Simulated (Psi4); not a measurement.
phosphorus nitride (NP), singlet, geometry from GFN2-xTB; MP2/def2-TZVP (Psi4 1.11).

The Psi4 input:
```
memory 2 GB

molecule {
0 1
N    -0.00000000   -0.00000000   -0.99436149
P     0.00000000    0.00000000    0.46403536
}

set {
  basis def2-tzvp
  freeze_core true
  mp2_type conv
  scf_type pk
  puream true
  d_convergence 1e-8
}

energy('mp2')
print_variables()
```

Output, abridged:

```
   => Loading Basis Set <=

    Name: DEF2-TZVP
    Role: ORBITAL
    Keyword: BASIS

         ---------------------------------------------------------
                                   SCF
               by Justin Turney, Rob Parrish, Andy Simmonett
                          and Daniel G. A. Smith
                              RHF Reference
         ---------------------------------------------------------

  ==> Geometry <==

    Molecular point group: c2v
    Full point group: C_inf_v

    Geometry (in Angstrom), charge = 0, multiplicity = 1:

       Center              X                  Y                   Z               Mass
    ------------   -----------------  -----------------  -----------------  -----------------
         N            0.000000000000     0.000000000000    -1.004340032462    14.003074004430
         P            0.000000000000     0.000000000000     0.454056817538    30.973761998420

  Running in c2v symmetry.

  Rotational constants: A = ************  B =      0.82190  C =      0.82190 [cm^-1]
  Rotational constants: A = ************  B =  24639.80826  C =  24639.80826 [MHz]
  Nuclear repulsion =   38.099099789162331

  Charge       = 0
  Multiplicity = 1
  Electrons    = 22
  Nalpha       = 11
  Nbeta        = 11

  ==> Algorithm <==

  SCF Algorithm Type is PK.
  DIIS enabled.
  MOM disabled.
  Fractional occupation disabled.
  Guess Type is SAD.
  Energy threshold   = 1.00e-08
  Density threshold  = 1.00e-08
  Integral threshold = 1.00e-12

  ==> Primary Basis <==

  Basis Set: DEF2-TZVP
    Blend: DEF2-TZVP
    Number of shells: 24
    Number of basis functions: 68
    Number of Cartesian functions: 78
    Spherical Harmonics?: true
    Max angular momentum: 3

  ==> Integral Setup <==

  Using in-core PK algorithm.
   Calculation information:
      Number of atoms:                   2
      Number of AO shells:              24
      Number of primitives:             47
      Number of atomic orbitals:        78
      Number of basis functions:        68

      Integral cutoff                 1.00e-12
      Number of threads:                 1

  Performing in-core PK
  Using 5506062 doubles for integral storage.
  We computed 44005 shell quartets total.
  Whereas there are 45150 unique shell quartets.

  ==> DiskJK: Disk-Based J/K Matrices <==

    J tasked:                  Yes
    K tasked:                  Yes
    wK tasked:                  No
    Schwarz Cutoff:          1E-12

  Minimum eigenvalue in the overlap matrix is 1.8121060618E-03.
  Reciprocal condition number of the overlap matrix is 4.0713666669E-04.
    Using symmetric orthogonalization.

  ==> Pre-Iterations <==

  SCF Guess: Superposition of Atomic Densities via on-the-fly atomic UHF (no occupation information).

   -------------------------
    Irrep   Nso     Nmo
   -------------------------
     A1        30      30
     A2         6       6
     B1        16      16
     B2        16      16
   -------------------------
    Total      68      68
   -------------------------

  ==> Iterations <==

                        Total Energy        Delta E     RMS |[F,P]|

   @RHF iter SAD:  -394.37985341843353   -3.94380e+02   0.00000e+00
   @RHF iter   1:  -395.04383014043134   -6.63977e-01   1.37158e-02 ADIIS/DIIS
   @RHF iter   2:  -395.00806707608689    3.57631e-02   1.54304e-02 ADIIS/DIIS
   @RHF iter   3:  -395.17632416343929   -1.68257e-01   9.10947e-04 ADIIS/DIIS
   @RHF iter   4:  -395.17714637186447   -8.22208e-04   3.99019e-04 ADIIS/DIIS
   @RHF iter   5:  -395.17733466742595   -1.88296e-04   1.43615e-04 ADIIS/DIIS
   @RHF iter   6:  -395.17736456291408   -2.98955e-05   2.49111e-05 DIIS
   @RHF iter   7:  -395.17736609081851   -1.52790e-06   6.86410e-06 DIIS
   @RHF iter   8:  -395.17736622473927   -1.33921e-07   1.31372e-06 DIIS
   @RHF iter   9:  -395.17736622768354   -2.94426e-09   1.64929e-07 DIIS
   @RHF iter  10:  -395.17736622772043   -3.68914e-11   2.61031e-08 DIIS
[...]
  @RHF Final Energy:  -395.17736622772117
    Total Energy =                       -395.1773662277212225
  DIE_IF_NOT_CONVERGED          => (empty)
[...]
  PCG_CONVERGENCE               => (empty)
  PCG_MAXITER                   => (empty)
  PCM                           => (empty)
  PE                            => (empty)
  PRINT                         => (empty)
  PRINT_NOONS                   => (empty)
  PROPERTIES                    => (empty)
  PROPERTIES_ORIGIN             => (empty)
  PUREAM                        => TRUE            !
  QC_MODULE                     => (empty)
  RAS1                          => (empty)
  RAS2                          => (empty)
  RAS3                          => (empty)
  RAS4                          => (empty)
  RELATIVISTIC                  => (empty)
  RELAXED                       => (empty)
  REMP_A                        => (empty)
  RESTRICTED_DOCC               => (empty)
  RESTRICTED_UOCC               => (empty)
  RMS_MOGRAD_CONVERGENCE        => (empty)
  R_CONVERGENCE                 => (empty)
  SCF_TYPE                      => PK              !
  SCREENING                     => (empty)
  SCS_TYPE                      => (empty)
  SOCC                          => (empty)
  SOS_TYPE                      => (empty)
  SPIN_SCALE_TYPE               => NONE            !
  SS_SCALE                      => (empty)
  SYMMETRIZE                    => (empty)
  TPDM_ABCD_TYPE                => (empty)
  WFN                           => (empty)
  WFN_TYPE                      => OMP2            !
  WRITER_FILE_LABEL             => (empty)
  ZORA_BASIS_TOLERANCE          => (empty)
  ZORA_NR_DEBUG                 => (empty)
  ZORA_PRUNING_SCHEME           => (empty)
  ZORA_RADIAL_POINTS            => (empty)
  ZORA_SPHERICAL_POINTS         => (empty)

 ==============================================================================
 ==============================================================================
 ==============================================================================

                             MP2
                    Program Written by Ugur Bozkaya,
              Additional Contributions by J. P. Misiewicz

 ==============================================================================
 ==============================================================================
 ==============================================================================

	MO spaces per irreps...

	IRREP   FC    OCC   VIR  FV
	==============================
	  A1     4     3    23    0
	  A2     0     0     6    0
	  B1     1     1    14    0
	  B2     1     1    14    0
	==============================

	Cost of iabc is      0 MB
	Cost of abcd is     16 MB
	Switching to the incore algorithm for iabc..
	Switching to the incore algorithm for abcd..

	Computing MP2 energy using SCF MOs (Canonical MP2)...
	==============================================================================
	Nuclear Repulsion Energy (a.u.)    :    38.09909978916233
	SCF Energy (a.u.)                  :  -395.17736622772117
	REF Energy (a.u.)                  :  -395.17736622772117
	Alpha-Alpha Contribution (a.u.)    :    -0.04322075269694
	Alpha-Beta Contribution (a.u.)     :    -0.25337766089189
	Beta-Beta Contribution (a.u.)      :    -0.04322075269694
	Scaled_SS Correlation Energy (a.u.):    -0.02881383513129
	Scaled_OS Correlation Energy (a.u.):    -0.30405319307027
	SCS-MP2 Total Energy (a.u.)        :  -395.51023325592269
	SOS-MP2 Total Energy (a.u.)        :  -395.48141942079144
	SCSN-MP2 Total Energy (a.u.)       :  -395.32950327721443
	SCS-MP2-VDW Total Energy (a.u.)    :  -395.54491038635973
	SOS-PI-MP2 Total Energy (a.u.)     :  -395.53209495296983
	MP2 Correlation Energy (a.u.)      :    -0.33981916628576
	MP2 Total Energy (a.u.)            :  -395.51718539400690
	==============================================================================

  Variable Map:
  ----------------------------------------------------------------------------
[...]
  Array Variable Map:
  ----------------------------------------------------------------------------
[...]
[...]
```
